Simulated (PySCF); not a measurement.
How methods differ on the excitation energy of C²⁺

C²⁺ [He] 2s2 (1S) → C²⁺ [He] 2p2 (3P), as a difference of total energies. All numbers are calculated (PySCF 2.14, the spin-free X2C one-electron Hamiltonian (Gaussian nucleus), in x2c-QZVPPall). Correlated levels: valence: 1s2 frozen; valence and next inner shell: nothing frozen. The calculations carry no spin-orbit coupling.

| method | excitation energy (cm⁻¹) |
| --- | --- |
| UHF | 124290 |
| LDA | 112680 |
| PBE | 113610 |
| PBE0 | 117720 |
| r2SCAN | 114060 |
| BHandHLYP | 123010 |
| revPBE | 114360 |
| wB97X-V | 121690 |
| HSE06 | 117240 |
| MP2 (valence) | 132500 |
| SCS-MP2 (valence) | 135590 |
| MP2 (valence and next inner shell) | 131800 |
| SCS-MP2 (valence and next inner shell) | 135090 |

A first-order spin-orbit estimate (lowest level to lowest level, LS coupling) adds -0.007 eV.

The basis was made for the ground configuration and has no added diffuse functions, so the excitation energy can come out too high.
